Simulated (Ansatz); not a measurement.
Consider the homolysis of the Ge–Ge bond: `[Cl][GeH2][GeH2][Cl]` → 2 `[Cl][GeH2]`•.

Isolated molecules relaxed with PBE0-D4/def2-TZVP in Ansatz; ΔE leaves out vibrations. CBS: MP2 limit from def2 TZ/QZ plus the TZ coupled-cluster correction, frozen cores. DFT in def2-TZVPP. No spin–orbit coupling; open shells (•) take unrestricted orbitals. For Ge outer-core shells are correlated without core-valence functions, which leaves a few kJ/mol of doubt a bond. Scalar relativity is left out up to krypton. Each species was taken in one conformer, which may not be the lowest.

| level | ΔE (kcal/mol) |
| --- | --- |
| B2PLYP | 67.4 |
| CCSD/CBS(def2) | 72.9 |

Q: What does CCSD(T)/CBS give? (Best estimate.)

A: The calculation gave: +74.3 kcal/mol. The listed levels differ from it by -6.9, -1.4 kcal/mol.

Largest T1 diagnostic among the species: 0.012.

In def2-TZVPP, CCSD(T) changes the Hartree–Fock value by +21.4 kcal/mol (the triples alone add +1.4 kcal/mol) and MP2 by +23.3 kcal/mol; breaking electron pairs costs correlation energy, which Hartree–Fock lacks. The D4 term adds +3.5 kcal/mol with B3LYP and +2.0 kcal/mol with PBE0; it sums over pairs of atoms, weighted by their polarisabilities, and B3LYP, whose exchange is more repulsive, gets the larger term. From PBE to PBE0 (25 % exact exchange), in def2-TZVPP and without D4, ΔE moves by +1.8 kcal/mol.

CCSD(T)/CBS has its own doubt, a few kJ/mol and more with outer-core shells, so smaller differences from it don't rank the levels.

B3LYP here is the variant with VWN-RPA as its local correlation; programs differ in this.
